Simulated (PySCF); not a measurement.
**Nuclear quadrupole coupling in `CS[Si@H]1[SiH2][Si@@H](O[SiH3])[SiH2]1`**

CH₁₂OSSi₅.
Structure used (GFN2-xTB), in Å, numbered top down from 1:
```
atom  x, y, z in Å
C1    -1.8374    1.4911   -0.0752
S2    -3.0750    0.1634   -0.1079
Si3   -1.7460   -1.5602   -0.1026
Si4   -0.1160   -1.4985   -1.8381
Si5    1.5405   -1.1586   -0.1900
O6     2.0857    0.3862   -0.2356
Si7    2.0776    1.9873   -0.4264
Si8   -0.0334   -1.4273    1.5507
H9    -2.3785    2.4320   -0.0815
H10   -1.2419    1.4167    0.8305
H11   -1.1982    1.4284   -0.9520
H12   -2.7971   -2.5793   -0.0661
H13   -0.2779   -0.5200   -2.9261
H14   -0.0083   -2.7782   -2.5544
H15    2.8251   -1.8712   -0.2037
H16    1.4370    2.2732   -1.7111
H17    1.2999    2.5494    0.6781
H18    3.4800    2.3843   -0.3943
H19    0.1050   -2.6864    2.2976
H20   -0.1462   -0.4216    2.6210
```

Field gradients from the PBE0/pcSseg-1 density (PySCF, non-relativistic), principal values in atomic units, ordered |Vxx| ≤ |Vyy| ≤ |Vzz|:

| atom | Vxx | Vyy | Vzz |
| --- | --- | --- | --- |
| S2 | 0.3601 | 2.0589 | -2.4191 |
| O6 | -0.5425 | -0.6097 | 1.1522 |

Find the asymmetry η = (Vxx − Vyy)/Vzz and the couplings χ = eQV/h (234.96 MHz × Q in barn × V in au), with Q(33S) = −0.0678 b, Q(17O) = −0.0256 b.

```
atom                environment  nucleus     η  χzz (MHz)  χxx (MHz)  χyy (MHz)
  S2  sulfur bonded to C and Si      33S  0.70      38.54      -5.74     -32.80
  O6            siloxane oxygen      17O  0.06      -6.93       3.26       3.67
```

What is Vzz at O6 in SI units (1 au = 9.71736 × 10²¹ V/m²)?

1.1522 au = 11.196 × 10²¹ V/m².

And the gradient at the other heavy atoms, for which no coupling is worked out here?

| atom | environment | Vzz (au) | η |
| --- | --- | --- | --- |
| C1 | S-methyl carbon | 0.272 | 0.03 |
| Si3 | SiH silicon | -0.430 | 0.91 |
| Si4 | SiH2 silicon | 0.233 | 0.54 |
| Si5 | oxygen-bound silicon | 0.495 | 0.93 |
| Si7 | oxygen-bound silicon | 0.569 | 0.10 |
| Si8 | SiH2 silicon | 0.240 | 0.55 |

What couplings would deuterons (Q(2H) = 0.00286 b) have in place of the hydrogens, at this geometry?

```json
{"atom": "H9", "bonded to": "C1", "bond length (Å)": "1.085", "Vzz (au)": "0.3170", "η": "0.04", "χzz (kHz)": "213"}
{"atom": "H10", "bonded to": "C1", "bond length (Å)": "1.087", "Vzz (au)": "0.3121", "η": "0.02", "χzz (kHz)": "210"}
{"atom": "H11", "bonded to": "C1", "bond length (Å)": "1.087", "Vzz (au)": "0.3124", "η": "0.03", "χzz (kHz)": "210"}
{"atom": "H12", "bonded to": "Si3", "bond length (Å)": "1.464", "Vzz (au)": "0.1649", "η": "0.03", "χzz (kHz)": "111"}
{"atom": "H13", "bonded to": "Si4", "bond length (Å)": "1.472", "Vzz (au)": "0.1617", "η": "0.01", "χzz (kHz)": "109"}
{"atom": "H14", "bonded to": "Si4", "bond length (Å)": "1.470", "Vzz (au)": "0.1632", "η": "0.01", "χzz (kHz)": "110"}
{"atom": "H15", "bonded to": "Si5", "bond length (Å)": "1.469", "Vzz (au)": "0.1592", "η": "0.02", "χzz (kHz)": "107"}
{"atom": "H16", "bonded to": "Si7", "bond length (Å)": "1.464", "Vzz (au)": "0.1590", "η": "0.03", "χzz (kHz)": "107"}
{"atom": "H17", "bonded to": "Si7", "bond length (Å)": "1.463", "Vzz (au)": "0.1598", "η": "0.03", "χzz (kHz)": "107"}
{"atom": "H18", "bonded to": "Si7", "bond length (Å)": "1.458", "Vzz (au)": "0.1635", "η": "0.02", "χzz (kHz)": "110"}
{"atom": "H19", "bonded to": "Si8", "bond length (Å)": "1.470", "Vzz (au)": "0.1632", "η": "0.01", "χzz (kHz)": "110"}
{"atom": "H20", "bonded to": "Si8", "bond length (Å)": "1.473", "Vzz (au)": "0.1610", "η": "0.01", "χzz (kHz)": "108"}
```

One conformer (not necessarily the lowest) at the GFN2-xTB geometry, without solvent, vibrations or thermal averaging. GFN2-xTB bond lengths can be off by several hundredths of an ångström, more for odd bonds, and the gradients follow them. The small basis limits the accuracy of the gradients.
